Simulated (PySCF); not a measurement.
5-ethynylpyrimidine (C₆H₄N₂), SMILES C#Cc1cncnc1. Atoms are numbered in the order given.

```xyz
12

C      0.0000     0.0000    -3.2187
C      0.0000     0.0000    -1.9930
C      0.0000     0.0000    -0.5693
C      0.0000    -1.1983     0.1896
N      0.0000    -1.2011     1.5260
C      0.0000     0.0000     2.1272
N      0.0000     1.2011     1.5260
C      0.0000     1.1983     0.1896
H      0.0000     0.0000    -4.2999
H      0.0000    -2.1759    -0.3242
H      0.0000     0.0000     3.2324
H      0.0000     2.1759    -0.3242
```

Geometry optimised at PBE-D3(BJ)/def2-SVP.

Method: PySCF 2.14.0 with PBE-D3(BJ)/def2-SVP.

Frequencies are harmonic and unscaled.

```csv
mode,ν (cm⁻¹),IR (km/mol),moving atoms (share of kinetic energy)
1,134,0.1,"C 77 %, H 21 %"
2,147,0.2,"C 72 %, H 17 %, N 11 %"
3,297,0.2,"C 69 %, H 23 %"
4,389,0.0,"N 51 %, C 30 %, H 19 %"
5,491,0.1,"C 80 %, N 14 %"
6,510,9.7,C 90 %
7,547,4.9,"C 81 %, N 10 %, H 9 %"
8,617,6.8,"N 57 %, C 38 %"
9,636,36.4,"H 78 %, C 22 %"
10,659,38.4,"H 78 %, C 22 %"
11,723,18.3,"H 48 %, N 27 %, C 26 %"
12,798,3.7,"N 53 %, C 44 %"
13,900,4.6,"H 47 %, C 47 %"
14,945,0.0,"H 70 %, C 29 %"
15,968,0.8,"H 61 %, C 38 %"
16,1019,8.3,"C 57 %, N 23 %, H 20 %"
17,1120,0.4,"C 72 %, H 17 %, N 11 %"
18,1188,14.7,"H 56 %, C 36 %"
19,1227,3.7,"C 56 %, H 37 %"
20,1267,0.7,"C 68 %, N 28 %"
21,1314,0.8,"H 78 %, C 21 %"
22,1410,12.2,"H 40 %, C 36 %, N 24 %"
23,1420,68.1,"N 38 %, C 33 %, H 30 %"
24,1532,48.1,"C 74 %, N 16 %, H 10 %"
25,1585,30.3,"C 67 %, N 26 %"
26,2153,0.0,"C 91 %, H 8 %"
27,3087,15.6,"H 92 %, C 8 %"
28,3088,11.5,"H 92 %, C 8 %"
29,3094,6.7,"H 91 %, C 9 %"
30,3405,99.1,"H 86 %, C 14 %"
```
